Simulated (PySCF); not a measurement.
The vertical singlet excitations below were computed for one of the candidates. The calculation used TDDFT CAM-B3LYP/def2-SVPD, vertical, gas phase, core orbitals frozen in the response in PySCF 2.14.0, density-fitted response routines. Geometries: GFN2-xTB, one conformer each.

```tsv
state	E (eV)	f	main configurations (H = HOMO, L = LUMO)
S1	6.75	0.171	H→L (96%)
S2	7.02	0.013	H→L+1 (86%)
S3	7.44	0.034	H→L+2 (66%), H→L+3 (17%), H-1→L+1 (9%)
S4	7.48	0.025	H→L+4 (66%), H-1→L+1 (13%)
S5	7.71	0.047	H→L+3 (55%), H→L+2 (17%), H→L+4 (10%)
S6	7.81	0.132	H-1→L (84%)
S7	8.13	0.0038	H-3→L (53%), H-2→L (15%), H-5→L (9%)
S8	8.26	0.044	H-1→L+2 (46%), H→L+5 (22%), H→L+7 (10%)
```

Orbital energies (eV): HOMO-3 -11.00, HOMO-2 -10.38, HOMO-1 -9.38, HOMO -8.32, LUMO 1.23, LUMO+1 1.50, LUMO+2 1.91.

Question: Which candidate is it?
A. `C=CCCOCC`
B. `C(/CO)(OC=O)=C/C`
C. `C=C(CO)C(=O)OC`

Answer: A. Its S1, at 6.75 eV, is the highest among the candidates; the nearest of the others has S1 at 5.90 eV. S1 is HOMO→LUMO (96%). Löwdin shares by element: HOMO carbon 40% or more, oxygen 30% (atoms not listed hold the other 29%); LUMO carbon 60% or more, hydrogen 7% or more (atoms not listed hold the other 33%). At the same level the other candidates give, for their lowest levels:
- `C/C=C(\CO)OC=O`: 5.90 eV (f 0.023); 6.34 eV (f 0.151); 6.74 eV (f 0.017); 7.04 eV (f 0.152); 7.22 eV (f 0.104); T1 4.15 eV; HOMO -8.75, LUMO 0.46 eV
- `C=C(CO)C(=O)OC`: 5.14 eV (f 0.000); 6.10 eV (f 0.188); 6.58 eV (f 0.062); 7.11 eV (f 0.014); 7.19 eV (f 0.118); T1 3.79 eV; HOMO -9.27, LUMO -0.29 eV

Shape of the structure used: `[CH2:1]=[CH:2][CH2:3][CH2:4][O:5][CH2:6][CH3:7]`: C1–C2–C3–C4 134°, C2–C3–C4–O5 -77°, C3–C4–O5–C6 79°, C4–O5–C6–C7 174°.
Triplets come from the Tamm–Dancoff approximation.
